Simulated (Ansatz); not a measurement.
System: ethoxygermane, C2H8GeO (charge 0, singlet). SMILES: CC[O][GeH3]
Coordinates optimised at B3LYP-D3(BJ)/def2-TZVP (Ansatz, a first-principles code):
```xyz
12

C      2.8889    -0.1220     0.0285
C      1.5041    -0.0035    -0.5744
O      0.5411    -0.0702     0.4702
Ge    -1.1939     0.0443     0.0486
H      2.9927    -1.0698     0.5583
H      3.0651     0.6882     0.7374
H      3.6512    -0.0739    -0.7523
H      1.4112     0.9457    -1.1198
H      1.3388    -0.8127    -1.2989
H     -1.9285    -0.0620     1.3888
H     -1.4550     1.3955    -0.6493
H     -1.5584    -1.1130    -0.9047
```
Charge 0, spin multiplicity 1.

Wanted: atomisation energy, in kcal/mol. Terms: non-relativistic; dispersion terms only where a functional's name holds one; atomisation electronic, to ground-state atoms; six Cartesian d functions in 6-31G* and its kin unless marked 5d; no spin-orbit coupling; UHF or UKS for open shells. First-principles rows: single points at B3LYP-D3(BJ) geometries (Ansatz).

```tsv
species	coefficient	E at B3LYP/6-31G* (Ansatz), Eh	E at wB97M-V/def2-TZVPD (Ansatz), Eh
CC[O][GeH3]	-1	-2233.01493	-2233.11656
C atom	+2	-37.84628	-37.84643
Ge atom	+1	-2076.69146	-2076.80617
H atom	+8	-0.50027	-0.49411
O atom	+1	-75.06062	-75.07806
```

 1 Eh = 627.5095 kcal/mol.

Compute it at each level from the table.


- B3LYP/6-31G*: the sum of coefficient times E is 1.56813 Eh, or 984.02 kcal/mol. Result: 984.0 kcal/mol.
- wB97M-V/def2-TZVPD: the sum of coefficient times E is 1.58659 Eh, or 995.60 kcal/mol. Result: 995.6 kcal/mol.
